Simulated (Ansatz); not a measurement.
Start from `C[S][Al]([F])[SiH3]` and change one atom or group to get `C[S][AlH][F]`.

Ansatz, PBE0-D4/def2-TZVP geometries, multiplicity 1. Each molecule was computed in one conformer, which needn't be the lowest.

| property | `C[S][Al]([F])[SiH3]` |
| --- | --- |
| HOMO energy (PBE/def2-TZVPP) / eV | -6.22 |
| size of the dipole moment (B3LYP/def2-TZVPP) / D | 2.67 |
| LUMO energy (ωB97M-V/def2-TZVPP) / eV | 0.26 |
| HOMO energy (B3LYP/def2-TZVPP) / eV | -7.14 |
| HOMO–LUMO gap (PBE/def2-TZVPP) / eV | 4.07 |
| HOMO energy (PBE0/def2-TZVPP) / eV | -7.38 |

Task: What does the change do to each property? (Estimate.)

Result: Ansatz gave: 
```csv
property,`C[S][AlH][F]`,shift
HOMO energy (PBE/def2-TZVPP) / eV,-6.24,-0.02
size of the dipole moment (B3LYP/def2-TZVPP) / D,2.61,-0.06
LUMO energy (ωB97M-V/def2-TZVPP) / eV,0.74,0.48
HOMO energy (B3LYP/def2-TZVPP) / eV,-7.17,-0.03
HOMO–LUMO gap (PBE/def2-TZVPP) / eV,4.63,0.56
HOMO energy (PBE0/def2-TZVPP) / eV,-7.41,-0.03
```

Dipoles are sizes alone; their direction can turn.

B3LYP here is the variant with VWN-RPA as its local correlation; programs differ in this.
